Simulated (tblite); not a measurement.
C₆H₁₂ClFO.
Geometry (GFN2-xTB, Å), atoms numbered from 1 in this order:
```xyz
21
C6H12ClFO angstrom
C      1.8555    1.3205    0.5287
O      0.5510    1.1292    0.0240
C      0.1243   -0.2068   -0.1981
C      0.2309   -1.0859    1.0535
C      0.9056   -0.8563   -1.3624
F      2.1435   -1.3101   -0.9772
C     -1.3402   -0.0706   -0.6684
C     -2.2051    0.6399    0.3602
Cl    -3.8401    0.9041   -0.2985
H      1.9617    0.9233    1.5421
H      1.9966    2.3996    0.5529
H      2.6186    0.8741   -0.1125
H     -0.3543   -1.9908    0.9155
H      1.2643   -1.3704    1.2349
H     -0.1420   -0.5482    1.9209
H      1.0688   -0.1282   -2.1624
H      0.3667   -1.7265   -1.7469
H     -1.3444    0.5133   -1.5903
H     -1.7518   -1.0576   -0.8812
H     -2.3300    0.0476    1.2653
H     -1.7884    1.6168    0.5993
```

Computed with GFN2-xTB (tblite): harmonic, unscaled wavenumbers at the GFN2-xTB geometry, gas phase. Against measured fundamentals such values can be off by several per cent, at times by over 20. One conformer, not necessarily the lowest.

Harmonic wavenumbers (cm⁻¹): 62.5, 70.6, 86.3, 103.8, 123.5, 194.7, 234.0, 237.2, 257.7, 284.3, 338.0, 366.2, 403.7, 458.4, 607.9, 747.4, 777.3, 791.2, 895.8, 922.9, 970.2, 990.3, 1040.3, 1069.6, 1086.6, 1100.8, 1129.7, 1139.0, 1160.7, 1180.7, 1212.2, 1228.1, 1233.4, 1285.6, 1318.9, 1333.3, 1399.6, 1409.1, 1432.7, 1436.1, 1466.0, 1475.1, 1478.6, 1492.6, 1504.0, 2945.4, 2964.4, 2966.2, 2972.1, 2987.4, 2992.5, 2999.7, 3008.0, 3024.5, 3045.4, 3050.1, 3052.0.

A = 2576, B = 615.7, C = 568.9 MHz; mass 154.056 u (most abundant isotopes); point group C1, symmetry number 1.

**Question.** What is the zero-point energy?

**Answer.** ½Σν̃ = 37772 cm⁻¹ = 451.85 kJ/mol.

**Question.** Entropy at 200 K, 1 bar (ideal gas, RRHO, classical rotation)?

**Answer.** Translation 163.38, rotation 121.61, vibration 95.86: S = 380.9 J/(mol K).

**Question.** And Cp and H(200 K) − H(0)?

**Answer.** Cp = 132.71 J/(mol K), of which vibrations give 99.45 (their classical limit is 57 R = 473.9); H(200 K) − H(0) = 17.23 kJ/mol without the zero-point energy, 10.57 from vibrations.

**Question.** What must be added to the electronic energy to get the Gibbs energy at 200 K and 1 bar?

**Answer.** ZPE + [H(200 K) − H(0)] − T·S = 451.85 + 17.23 − 76.17 = 392.91 kJ/mol.

**Question.** How do the functions run with temperature in this model?

**Answer.** 
```tsv
T (K)	S (J/(mol K))	Cp (J/(mol K))	H − H(0) (kJ/mol)	G − H(0) (kJ/mol)	ln q(vib)
150	345.6	113.2	11.07	-40.76	3.56
250	412.6	152.6	24.35	-78.79	6.74
298.15	441.2	173.2	32.19	-99.35	8.20
400	498.3	217.4	52.10	-147.23	11.22
600	600.9	289.6	103.20	-257.36	16.92
900	732.9	360.3	201.58	-458.05	24.92
```

q(vib) and H(0) count from the zero-point level.

Hindered rotation and anharmonicity are outside this model. Other conformers, if any are populated, would add a mixing term that is left out. The structure is chiral; the term R ln 2 for an equal mix with its mirror image is left out.
